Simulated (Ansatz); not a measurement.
Ansatz (an electronic-structure program) input (CCSD(T,core; 1s of Na to Cl frozen)/cc-pwCVTZ):
A basis named .json is the Basis Set Exchange file of that set.

Ansatz 0.2 input:
```yaml
crystal:
  periodic: [false, false, false]
  atoms:
    - {symbol: C, position_ang: [-2.45650942, -0.53814263, 0.09035695]}
    - {symbol: C, position_ang: [-1.21647746, 0.04603298, 0.09224046]}
    - {symbol: C, position_ang: [0.05760244, -0.49479157, -0.18827936]}
    - {symbol: Si, position_ang: [1.59250021, 0.40542047, -0.01072517]}
    - {symbol: H, position_ang: [-2.59056091, -1.59255472, -0.13395941]}
    - {symbol: H, position_ang: [-3.34888709, 0.03982685, 0.29935939]}
    - {symbol: H, position_ang: [-1.21534927, 1.11187797, 0.34179498]}
    - {symbol: H, position_ang: [0.09975675, -1.55334835, -0.44848212]}
    - {symbol: H, position_ang: [2.60981137, 0.15264257, -1.09843537]}
    - {symbol: H, position_ang: [2.47202770, 0.19593432, 1.21396132]}
    - {symbol: H, position_ang: [1.37050499, 1.89114199, 0.01000544]}
basis:
  gaussian:
    orbitals: cc-pwCVTZ.json
total_charge: -1
magnetization: {spin_polarized: false}
correlation: {method: ccsd_t, frozen_orbitals: {C: 0, H: 0, Si: 1}}
```

Output:

```
Functional definition: HF
integrals: 2.29 GiB planned
1633 factors; integrals over basis functions are off by at most 1.1e-3 eV
1.77 GiB of device memory are held for the factors and their scratch space
mean field: 1.32 GiB planned
mean field evaluation 1: about -11061.5545 eV, gradient 2.6e1 eV
mean field evaluation 2: about -11061.8865 eV, gradient 2.6e1 eV
mean field evaluation 4: about -11064.2771 eV, gradient 3.7e0 eV
mean field evaluation 8: about -11064.3259 eV, gradient 2.1e-1 eV
mean field evaluation 16: about -11061.5533 eV, gradient 2.6e1 eV
mean field -11064.32627594 eV, -406.6064909710 hartree, gradient 5.1e-6 eV, S^2 0.000000; 0 other end points of the search recorded, 0 dependent functions left out
1 core orbitals not correlated
reference -11064.32627594 eV, -406.6064909710 hartree; 19, 19 occupied and 266, 266 virtual orbitals, 1633 factors
second order -28.51007582 eV of doubles, -0.00000000 eV of singles
coupled cluster: 14.20 GiB planned
cycle   1  -29.17518770 eV  change   -6.7e-1 eV  update   1.0e-1
cycle   2  -29.75208871 eV  change   -5.8e-1 eV  update   3.1e-2
cycle   3  -29.86331433 eV  change   -1.1e-1 eV  update   1.6e-2
cycle   4  -29.85008343 eV  change    1.3e-2 eV  update   4.4e-3
cycle   5  -29.84857504 eV  change    1.5e-3 eV  update   2.0e-3
cycle   6  -29.84922143 eV  change   -6.5e-4 eV  update   6.1e-4
cycle   7  -29.84907685 eV  change    1.4e-4 eV  update   2.1e-4
cycle   8  -29.84899783 eV  change    7.9e-5 eV  update   1.1e-4
cycle   9  -29.84903355 eV  change   -3.6e-5 eV  update   4.6e-5
perturbative correction -0.98058223 eV, -0.0360357324 hartree
Total energy: -11095.15589172 eV, -407.7394584539 hartree
```

It need not be the lowest isomer of its formula. Whether it binds its extra electron was not tested at this geometry.
